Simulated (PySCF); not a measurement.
Cl3Ga, singlet, at a GFN2-xTB geometry (such geometries of metal compounds can be far from the true shape); PBE0/6-31G in PySCF.

PySCF was given this input:
```python
from pyscf import gto, scf, dft

mol = gto.M(
    atom='''
Ga    0.000000    0.000000   -0.000000
Cl   -1.760000   -1.105817   -0.208205
Cl    0.100325    1.952147   -0.736775
Cl    1.659675   -0.846330    0.944980
''',
    basis='6-31g',
    charge=0,
    spin=0,
    verbose=4,
)

mf = dft.RKS(mol)
mf.xc = 'pbe0'
mf.kernel()
```

Output, abridged:

```
PySCF version 2.14.0

[INPUT] verbose = 4
[INPUT] num. atoms = 4
[INPUT] num. electrons = 82
[INPUT] charge = 0
[INPUT] spin (= nelec alpha-beta = 2S) = 0
[INPUT] symmetry False subgroup None
[INPUT] Mole.unit = angstrom
[INPUT] Symbol           X                Y                Z      unit          X                Y                Z       unit  Magmom
[INPUT]  1 Ga     0.000000000000   0.000000000000   0.000000000000 AA    0.000000000000   0.000000000000   0.000000000000 Bohr   0.0
[INPUT]  2 Cl    -1.760000000000  -1.105817000000  -0.208205000000 AA   -3.325917979235  -2.089691273888  -0.393450427765 Bohr   0.0
[INPUT]  3 Cl     0.100325000000   1.952147000000  -0.736775000000 AA    0.189586773447   3.689023184891  -1.392302965426 Bohr   0.0
[INPUT]  4 Cl     1.659675000000  -0.846330000000   0.944980000000 AA    3.136331205788  -1.599331911003   1.785753393191 Bohr   0.0

nuclear repulsion = 527.301662518885
number of shells = 32
number of NR pGTOs = 228
number of NR cGTOs = 66
basis = 6-31g
ecp = {}

******** <class 'pyscf.dft.rks.RKS'> ********
method = RKS
initial guess = minao
damping factor = 0
level_shift factor = 0
DIIS = <class 'pyscf.scf.diis.CDIIS'>
diis_start_cycle = 1
diis_space = 8
diis_damp = 0
SCF conv_tol = 1e-09
SCF conv_tol_grad = None
SCF max_cycles = 50
direct_scf = True
direct_scf_tol = 1e-13
XC library pyscf.dft.libxc version 7.1.2
    S. Lehtola, C. Steigemann, M. J. T. Oliveira, and M. A. L. Marques,  SoftwareX 7, 1–5 (2018)
XC functionals = pbe0
    C. Adamo and V. Barone,  J. Chem. Phys. 110, 6158 (1999)
    M. Ernzerhof and G. E. Scuseria,  J. Chem. Phys. 110, 5029 (1999)
radial grids:
    Treutler-Ahlrichs [JCP 102, 346 (1995); DOI:10.1063/1.469408] (M4) radial grids

becke partition: Becke, JCP 88, 2547 (1988); DOI:10.1063/1.454033
pruning grids: <function nwchem_prune>
grids dens level: 3
symmetrized grids: False
atomic radii adjust function: <function treutler_atomic_radii_adjust>
small_rho_cutoff = 0
Set gradient conv threshold to 3.16228e-05
Initial guess from minao.
tot grids = 77544
init E= -3304.36555414778
  HOMO = -0.384948469373947  LUMO = -0.0943634757142098  gap/eV = 7.90722
cycle= 1 E= -3304.38465372614  delta_E= -0.0191  |g|= 0.41  |ddm|= 2.51
  HOMO = -0.325170494061285  LUMO = -0.106060411200255  gap/eV = 5.96229
cycle= 2 E= -3304.37329256613  delta_E= 0.0114  |g|= 0.518  |ddm|=  1.9
  HOMO = -0.358088544796257  LUMO = -0.0933434005918143  gap/eV = 7.20408
cycle= 3 E= -3304.45652690949  delta_E= -0.0832  |g|= 0.0469  |ddm|= 0.909
  HOMO = -0.358959927252605  LUMO = -0.0909742318197497  gap/eV = 7.29226
cycle= 4 E= -3304.45685116649  delta_E= -0.000324  |g|= 0.00585  |ddm|= 0.0489
  HOMO = -0.358032494910496  LUMO = -0.0893913249795659  gap/eV = 7.31010
cycle= 5 E= -3304.45685581505  delta_E= -4.65e-06  |g|= 0.000964  |ddm|= 0.00905
  HOMO = -0.35823606221695  LUMO = -0.0896380247451987  gap/eV = 7.30892
cycle= 6 E= -3304.4568560885  delta_E= -2.73e-07  |g|= 5.98e-05  |ddm|= 0.00245
  HOMO = -0.358222871795785  LUMO = -0.0896204467019577  gap/eV = 7.30904
cycle= 7 E= -3304.45685608969  delta_E= -1.18e-09  |g|= 5.96e-06  |ddm|= 0.000153
  HOMO = -0.358222935997252  LUMO = -0.0896209573928521  gap/eV = 7.30903
cycle= 8 E= -3304.4568560897  delta_E= -1.27e-11  |g|= 1.01e-07  |ddm|= 1.11e-05
  HOMO = -0.358222934092644  LUMO = -0.0896209711873368  gap/eV = 7.30903
Extra cycle  E= -3304.4568560897  delta_E= -2.27e-12  |g|= 5.94e-08  |ddm|= 4.26e-07
converged SCF energy = -3304.4568560897
```
